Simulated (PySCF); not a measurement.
Be2H2, SMILES [BeH][BeH]. Atoms are numbered in the order given.

```xyz
4

H      0.0000     0.0000    -2.3969
Be     0.0000     0.0000    -1.0514
Be     0.0000     0.0000     1.0514
H      0.0000     0.0000     2.3969
```

Geometry: PBE0-D3(BJ)/def2-TZVPD.

Two levels are set side by side: PBE/pcSseg-2 (PySCF) and B3LYP/pcSseg-2 (PySCF). GIAO shifts against TMS (¹H) at the same level; non-relativistic, no solvent, atoms listed together averaged. Differences are taken from unrounded values.

| quantity | B3LYP |
|---|---|
| δ(¹H) of H1, H4 (ppm) | 3.21 |

Task: What does PBE give, and how far is it from B3LYP? (Estimate from the structure and the level; the computed values follow.)

Result: 
```json
[
 {"quantity": "δ(¹H) of H1, H4 (ppm)", "PBE": "3.34", "PBE minus B3LYP": "0.13"}
]
```

Rough cost on one machine, each run with all the roots and properties that it gave: B3LYP against PBE within a factor of 2.
